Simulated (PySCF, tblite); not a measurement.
Compound: C₅H₉NO₂.
Numbering: `[O:1]=[CH:2][NH:3][CH2:4]/[CH:5]=[CH:6]/[CH2:7][OH:8]` (hydrogens: H9 on C2; H10 on N3; H11, H12 on C4; H13 on C5; H14 on C6; H15, H16 on C7; H17 on O8)

Structure used (GFN2-xTB), in Å, numbered top down from 1:
```
atom  x, y, z in Å
O1     3.3518   -0.8076   -1.3676
C2     3.1869   -0.1202   -0.3917
N3     2.0616    0.5542   -0.0970
C4     0.8769    0.4839   -0.9297
C5    -0.2801   -0.1037   -0.1834
C6    -1.4849    0.4392   -0.1271
C7    -2.6614   -0.1434    0.6015
O8    -2.4208   -1.3765    1.2264
H9     3.9721    0.0359    0.3719
H10    1.9942    1.0790    0.7598
H11    0.6238    1.4811   -1.3051
H12    1.1491   -0.1565   -1.7759
H13   -0.0647   -1.0261    0.3394
H14   -1.6965    1.3692   -0.6379
H15   -3.5070   -0.2224   -0.1019
H16   -2.9646    0.5395    1.4029
H17   -2.1434   -2.0134    0.5585
```

Method: B3LYP/def2-SVPD in PySCF (dipole) on a GFN2-xTB geometry, gas phase.

Masses are those of the commonest isotopes; rigid-rotor values at the optimised geometry. The values belong to one conformer with, in the numbering `[O:1]=[CH:2][NH:3][CH2:4]/[CH:5]=[CH:6]/[CH2:7][OH:8]`, O1–C2–N3–C4 2°, C2–N3–C4–C5 118°, N3–C4–C5–C6 130°, C5–C6–C7–O8 -2°, C6–C7–O8–H -59°.

Q: Give the principal moments of inertia and the rotational constants in MHz.

A: Ia = 87.43, Ib = 690.34, Ic = 723.72 u·Å²; 505379 MHz·u·Å²/I gives A = 5780, B = 732.1, C = 698.3 MHz.

Q: What kind of rotor is it?

A: A near-prolate asymmetric top. Ray's parameter κ = (2B − A − C)/(A − C) = -0.987; −1 is the prolate and +1 the oblate limit.

Q: Is it planar, by Δ = Ic − Ia − Ib?

A: Not planar: Δ = Ic − Ia − Ib = -54.06 u·Å². For a rigid frame Δ = −2 Σ m c², so Σ m c² = 27.03 u·Å² lies off the ab plane: 8.50 from hydrogen and 18.52 from heavier atoms. The atom farthest from that plane is 1.66 Å away.

Q: Give the other two planar moments, Paa and Pbb, and the rms extents of the mass along the axes.

A: Paa = Σ m a² = (Ib + Ic − Ia)/2 = 663.31 and Pbb = Σ m b² = (Ia + Ic − Ib)/2 = 60.40 u·Å². With the mass M = 115.06 u, the rms extents √(P/M) along a, b and c are 2.40, 0.72, 0.48 Å.

Q: Predict some low-J microwave lines.

A: The dipole components are |μa| = 1.97 D, |μb| = 2.36 D, |μc| = 1.45 D. The squared components, which scale the intensities, stand as 0.69 : 1.00 : 0.38 (a : b : c). Some lines, for components of 0.1 D or more:

| type | branch | J(Ka,Kc) | MHz | lower level (cm⁻¹) |
| --- | --- | --- | --- | --- |
| a | Q | 5(1,4) ← 5(1,5) | 506 | 0.876 |
| b | R | 4(0,4) ← 3(1,3) | 755 | 0.452 |
| b | R | 5(0,5) ← 4(1,4) | 2250 | 0.640 |
| c | Q | 5(1,5) ← 5(0,5) | 4816 | 0.715 |
| b | R | 1(1,1) ← 0(0,0) | 6478 | 0.000 |
| c | R | 2(1,1) ← 1(0,1) | 7976 | 0.048 |
| c | R | 4(1,3) ← 3(0,3) | 10956 | 0.286 |
| c | Q | 4(2,3) ← 4(1,3) | 15026 | 0.652 |
| b | Q | 4(2,3) ← 4(1,4) | 15364 | 0.640 |
| b | R | 3(2,2) ← 2(1,1) | 19435 | 0.314 |
| c | R | 4(2,3) ← 3(1,3) | 21018 | 0.452 |
| c | Q | 5(3,3) ← 5(2,3) | 25321 | 1.392 |
| c | Q | 4(3,2) ← 4(2,2) | 25323 | 1.153 |
| b | Q | 5(4,1) ← 5(3,2) | 35454 | 2.236 |
| c | R | 5(4,1) ← 4(3,1) | 42607 | 1.998 |
| b | R | 5(4,1) ← 4(3,2) | 42607 | 1.998 |
| b | Q | 5(5,0) ← 5(4,1) | 45584 | 3.419 |
| b | Q | 5(5,1) ← 5(4,2) | 45584 | 3.419 |

Its GFN2-xTB frequencies are all real (lowest 33 cm⁻¹). No vibrational averaging or centrifugal distortion is included, and the geometry carries the error of its method. Quadrupole hyperfine structure (14N) is left out.
